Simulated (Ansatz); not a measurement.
Geometry optimisation, RKS PBE-D4/STO-3G in Ansatz 0.2.0.

Input file:

```yaml
crystal:
  periodic: [false, false, false]
  atoms:
    - { symbol: "N", position_ang: [0.2117, 0.6978, 1.4768] }
    - { symbol: Si, position_ang: [-0.4867, -0.4213, 0.4533] }
    - { symbol: "N", position_ang: [0.725, -0.632, -0.7007] }
    - { symbol: C, position_ang: [0.0817, -0.1005, -1.5933] }
    - { symbol: O, position_ang: [-1.1042, 0.2238, -0.9188] }
    - { symbol: H, position_ang: [0.885, 0.308, 2.0193] }
    - { symbol: H, position_ang: [0.6977, 1.399, 0.8801] }
    - { symbol: H, position_ang: [1.38886, -1.32205, -0.29485] }
    - { symbol: H, position_ang: [0.0926, 0.1253, -2.6179] }
basis:
  gaussian: { orbitals: STO-3G }
hamiltonian:
  xc: pbe
  dispersion: d4
relax:
  f_tol: 0.02
  max_steps: 50
```

Launched with:

```bash
$ ansatz run input.yaml --threads 1 --pin off --max-ram 2048MiB --backend cpu --events-out ev --progress --plain --runs-dir out
```

Task: Where does it end, and by what steps?

Result: The forces met the threshold. Limits of this set-up: minimal basis. After 23 steps the energy has fallen by 4.701 eV; H6 moved furthest, 1.04 Å. The start is strongly strained (largest force component 10 eV/Å).

```json
{"step": "0", "energy less start (eV)": "0.0000", "largest force component (eV/Å)": "10.020", "accepted": "yes"}
{"step": "1", "energy less start (eV)": "-2.9282", "largest force component (eV/Å)": "4.018", "accepted": "yes"}
{"step": "2", "energy less start (eV)": "-3.9631", "largest force component (eV/Å)": "1.635", "accepted": "yes"}
{"step": "3", "energy less start (eV)": "-4.3811", "largest force component (eV/Å)": "0.913", "accepted": "yes"}
{"step": "4", "energy less start (eV)": "-4.5265", "largest force component (eV/Å)": "0.701", "accepted": "yes"}
{"step": "5", "energy less start (eV)": "-4.6064", "largest force component (eV/Å)": "1.068", "accepted": "yes"}
{"step": "6", "energy less start (eV)": "-4.6081", "largest force component (eV/Å)": "0.519", "accepted": "yes"}
{"step": "7", "energy less start (eV)": "-4.5553", "largest force component (eV/Å)": "0.742", "accepted": "no"}
{"step": "8", "energy less start (eV)": "-4.6688", "largest force component (eV/Å)": "0.271", "accepted": "yes"}
{"step": "9", "energy less start (eV)": "-4.6773", "largest force component (eV/Å)": "0.350", "accepted": "yes"}
{"step": "10", "energy less start (eV)": "-4.6853", "largest force component (eV/Å)": "0.146", "accepted": "yes"}
{"step": "11", "energy less start (eV)": "-4.6920", "largest force component (eV/Å)": "0.241", "accepted": "yes"}
{"step": "12", "energy less start (eV)": "-4.6922", "largest force component (eV/Å)": "0.448", "accepted": "yes"}
{"step": "13", "energy less start (eV)": "-4.6923", "largest force component (eV/Å)": "0.447", "accepted": "yes"}
{"step": "14", "energy less start (eV)": "-4.6934", "largest force component (eV/Å)": "0.293", "accepted": "yes"}
{"step": "15", "energy less start (eV)": "-4.5397", "largest force component (eV/Å)": "3.017", "accepted": "no"}
{"step": "16", "energy less start (eV)": "-4.6971", "largest force component (eV/Å)": "0.143", "accepted": "yes"}
{"step": "17", "energy less start (eV)": "-4.6989", "largest force component (eV/Å)": "0.098", "accepted": "yes"}
{"step": "18", "energy less start (eV)": "-4.6998", "largest force component (eV/Å)": "0.114", "accepted": "yes"}
{"step": "19", "energy less start (eV)": "-4.7007", "largest force component (eV/Å)": "0.081", "accepted": "yes"}
{"step": "20", "energy less start (eV)": "-4.7004", "largest force component (eV/Å)": "0.157", "accepted": "no"}
{"step": "21", "energy less start (eV)": "-4.7011", "largest force component (eV/Å)": "0.021", "accepted": "yes"}
{"step": "22", "energy less start (eV)": "-4.7014", "largest force component (eV/Å)": "0.026", "accepted": "yes"}
{"step": "23", "energy less start (eV)": "-4.7014", "largest force component (eV/Å)": "0.017", "accepted": "yes"}
```

```xyz
9
Properties=species:S:1:pos:R:3
N 0.393 0.637 1.526
Si -0.446 -0.642 0.704
N 0.833 -0.799 -0.762
C -0.014 -0.124 -1.595
O -1.013 0.412 -0.879
H 0.176 0.881 2.517
H 0.946 1.408 1.085
H 1.553 -1.451 -1.184
H 0.063 -0.043 -2.708
```

Whether the end is a true minimum wasn't checked by a vibrational analysis.

The run took 20 s on 1 thread of AMD EPYC 9R45 96-Core Processor (Zen 5), on a shared host, peak memory 0.16 GiB.
